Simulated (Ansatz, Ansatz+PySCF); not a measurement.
```yaml
atoms:
  - { symbol: O, position_ang: [-0.0102, 0.0026, -0.1574] }
  - { symbol: H, position_ang: [0.0143, -0.0464, 0.8561] }
```

Basis set: def2-SVP (spherical functions). Left uncorrelated: 1 orbital. Correlation on ROHF uses semicanonical orbitals with singles. Charge 0, multiplicity 2.

Computed with Ansatz (development build ahead of 0.2.0); each method stands on the lowest determinant of its kind that the runs found. Restricted functionals stand beside restricted open-shell atoms, which can lie above the unrestricted atoms usual in DFT and then raise those values.

(1) Give the atomization energy at this shape (free ground-state atoms in the same class of orbitals less the molecule, no zero-point energy) of doublet OH by ωB97X (unrestricted), ωB97X (restricted open-shell), r²SCAN (unrestricted), r²SCAN (restricted open-shell), PBE0 (unrestricted), PBE (unrestricted), UHF-CCSD(T), ROHF-MP2, UHF, ROHF.

Answers

(1)

```tsv
method	atomization energy
ωB97X (unrestricted)	101.61 kcal/mol
ωB97X (restricted open-shell)	102.33 kcal/mol
r²SCAN (unrestricted)	104.10 kcal/mol
r²SCAN (restricted open-shell)	104.63 kcal/mol
PBE0 (unrestricted)	101.20 kcal/mol
PBE (unrestricted)	105.25 kcal/mol
UHF-CCSD(T)	95.52 kcal/mol
ROHF-MP2	95.10 kcal/mol
UHF	64.46 kcal/mol
ROHF	65.11 kcal/mol
```
